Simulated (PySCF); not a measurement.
## Te (tellurium, neutral): LDA calculation

Configuration: [Kr] 4d10 5s1 5p4 6s1, high-spin 5P determinant (an excited configuration). Calculation: PySCF 2.14, in dyall-av2z (22s16p12d, 130 functions); the non-relativistic Hamiltonian (point nucleus).

```json
{
 "Total energy": "-6608.12 hartree",
 "One-electron energy": "-9087.69 hartree",
 "Hartree (Coulomb) energy": "2645.01 hartree",
 "Exchange-correlation energy": "-165.44 hartree",
 "Kinetic energy": "6604.63876 hartree",
 "⟨S²⟩": "6.0013",
 "⟨L²⟩": "2.047",
 "Sum of ⟨r⟩": "40.23 bohr",
 "Sum of ⟨r²⟩": "83.97 bohr²",
 "Traceless quadrupole moment −½Σ⟨3z² − r²⟩ along its main axis": "-1.61 e·bohr²",
 "Density at the nucleus (Gaussians lack the cusp)": "98500 bohr⁻³",
 "Spin density at the nucleus": "28.2 bohr⁻³",
 "Langevin diamagnetic susceptibility": "-66.5 ×10⁻⁶ cm³/mol"
}
```

```
shell  electrons  mean orbital energy (eV)  spread (eV)  rms radius, mean of both spins (bohr)
 1s α          1                  -30368.3            0                                 0.0338
 1s β          1                  -30368.2            0                                 0.0338
 2s α          1                   -4549.8            0                                  0.137
 2s β          1                   -4549.7            0                                  0.137
 2p α          3                   -4271.9        0.105                                  0.118
 2p β          3                   -4271.8        0.073                                  0.118
 3s α          1                   -906.66            0                                  0.359
 3s β          1                   -906.55            0                                  0.359
 3p α          3                   -790.28        0.250                                  0.352
 3p β          3                   -790.16        0.206                                  0.352
 3d α          5                   -573.32        0.221                                  0.323
 3d β          5                   -573.21        0.181                                  0.323
 4s α          1                   -156.62            0                                  0.845
 4s β          1                   -156.37            0                                  0.845
 4p α          3                   -116.55        0.584                                  0.890
 4p β          3                   -116.26        0.476                                  0.890
 4d α          5                   -48.784        0.640                                   1.04
 4d β          5                   -48.298        0.473                                   1.04
 5s α          1                   -18.739            0                                   2.23
 5p α          3                   -10.101        0.969                                   2.70
 5p β          1                    -8.082            0                                   2.70
 6s α          1                    -1.752            0                                   5.54
```

A non-relativistic calculation at this Z misses sizeable relativistic shifts. The outer electron is Rydberg-like, and this basis confines it to a smaller radius and binds it less than a complete one would.
